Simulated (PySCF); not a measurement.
# Orbital picture of CsZn⁺

PBE at R = 3.907 Å; basis Cs def2-SVP with ECP46, Zn def2-SVP; scalar-relativistic core potentials; PySCF 2.14. State: ¹Σ⁺ (singlet), closed shell. Only the outer orbitals are listed, counted within each symmetry, core potentials removing the inner ones.

```csv
orbital,occ.,ε (eV),on Cs (%),main shells (%)
8σ,2,-13.34,0,100 Zn d
4π,2,-13.32,0,100 Zn d
4π,2,-13.32,0,100 Zn d
1δ,2,-13.30,0,100 Zn d
1δ,2,-13.30,0,100 Zn d
9σ,2,-9.32,9,91 Zn s
10σ,0,-5.49,87,"90 Cs s, 11 Zn p"
5π,0,-4.33,67,"50 Cs d, 33 Zn p, 16 Cs p"
5π,0,-4.33,67,"50 Cs d, 33 Zn p, 16 Cs p"
```

Which are the highest filled and the lowest empty level, where do they sit, and how wide is the gap?

Highest filled 9σ at -9.32 eV (in %: 91 Zn s); lowest empty 10σ at -5.49 eV (in %: 90 Cs s, 11 Zn p); the gap at PBE is 3.83 eV.

| Quantity | Value |
| --- | --- |
| bond order (Mayer) | 0.33 |
| ⟨S²⟩ | 0.000 |
| charge on Cs (Mulliken, basis-dependent) | 0.82 |
| charge on Cs (Löwdin, basis-dependent) | 0.66 |
| dipole moment (positive dipole points towards Zn; it is taken about the centre of mass and depends on that origin) | -3.94 D |
| polarisability along the bond | 74.5 bohr³ |
| polarisability across the bond | 43.9 bohr³ |

Closed-shell solutions of metal pairs were not tested for spin polarisation, which can lower them a little. Spin–orbit coupling is left out.
